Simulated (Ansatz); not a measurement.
`CCNC(C)(C)C` and `CC(C)(C)C(=O)O` differ in one atom or group.

Ansatz, PBE0-D4/def2-TZVP geometries, multiplicity 1. Each molecule was computed in one conformer, which needn't be the lowest.

```tsv
property	`CCNC(C)(C)C`
LUMO energy (B3LYP/def2-TZVPP) / eV	0.72
HOMO–LUMO gap (B3LYP/def2-TZVPP) / eV	6.62
HOMO–LUMO gap (ωB97M-V/def2-TZVPP) / eV	10.95
LUMO energy (PBE/def2-TZVPP) / eV	0.25
HOMO–LUMO gap (PBE/def2-TZVPP) / eV	4.97
HOMO–LUMO gap (PBE0/def2-TZVPP) / eV	7.16
```

**Question.** What does the change do to each property? (An estimate is asked.)

**Answer.** Ansatz gave: 
| property | `CC(C)(C)C(=O)O` | shift |
| --- | --- | --- |
| LUMO energy (B3LYP/def2-TZVPP) / eV | 0.02 | -0.70 |
| HOMO–LUMO gap (B3LYP/def2-TZVPP) / eV | 7.68 | 1.06 |
| HOMO–LUMO gap (ωB97M-V/def2-TZVPP) / eV | 12.69 | 1.74 |
| LUMO energy (PBE/def2-TZVPP) / eV | -0.86 | -1.11 |
| HOMO–LUMO gap (PBE/def2-TZVPP) / eV | 5.41 | 0.44 |
| HOMO–LUMO gap (PBE0/def2-TZVPP) / eV | 8.21 | 1.05 |

With PBE0 the HOMO falls by 1.77 eV and the LUMO falls by 0.72 eV, so the gap widens by about 1.05 eV. PBE moves the HOMO by -1.55 eV and ωB97M-V by -1.83 eV.

B3LYP here is the variant with VWN-RPA as its local correlation; programs differ in this.
